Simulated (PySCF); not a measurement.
## s to d promotion along the 3d series

Calculated with PySCF 2.14 from differences of total energies of unrestricted determinants, without spin-orbit coupling. Basis: aug-cc-pVTZ with one added diffuse shell each of s, p, d, f, g type, non-relativistic. Energy of d^(n+1) s¹ above d^n s² in eV (negative where d^(n+1) s¹ lies lower), between high-spin terms; measured values are centres of gravity of the terms (NIST).

```json
{"element": "Sc", "terms": "3d1 4s2 (2D) → 3d2 4s1 (4F)", "UHF": "0.990", "LDA": "0.530", "PBE": "0.478", "PBE0": "0.595", "measured": "1.427"}
{"element": "Ti", "terms": "3d2 4s2 (3F) → 3d3 4s1 (5F)", "UHF": "0.587", "LDA": "-0.285", "PBE": "-0.289", "PBE0": "-0.054", "measured": "0.806"}
{"element": "Cr", "terms": "3d4 4s2 (5D) → 3d5 4s1 (7S)", "UHF": "-1.073", "LDA": "-2.141", "PBE": "-2.068", "PBE0": "-1.812", "measured": "-1.003"}
{"element": "Fe", "terms": "3d6 4s2 (5D) → 3d7 4s1 (5F)", "UHF": "1.846", "LDA": "-0.131", "PBE": "-0.200", "PBE0": "0.254", "measured": "0.875"}
{"element": "Co", "terms": "3d7 4s2 (4F) → 3d8 4s1 (4F)", "UHF": "1.634", "LDA": "-0.710", "PBE": "-0.577", "PBE0": "-0.099", "measured": "0.417"}
{"element": "Ni", "terms": "3d8 4s2 (3F) → 3d9 4s1 (3D)", "UHF": "1.389", "LDA": "n/a", "PBE": "-0.902", "PBE0": "-0.405", "measured": "n/a"}
```

Task: Which way does each method err?

Result: Mean (and mean absolute) errors over the 5 elements with all values: UHF 0.29 (0.58) eV; LDA -1.05 (1.05) eV; PBE -1.04 (1.04) eV; PBE0 -0.73 (0.73) eV. A negative mean favours the extra d electron, a positive one the s² configuration.
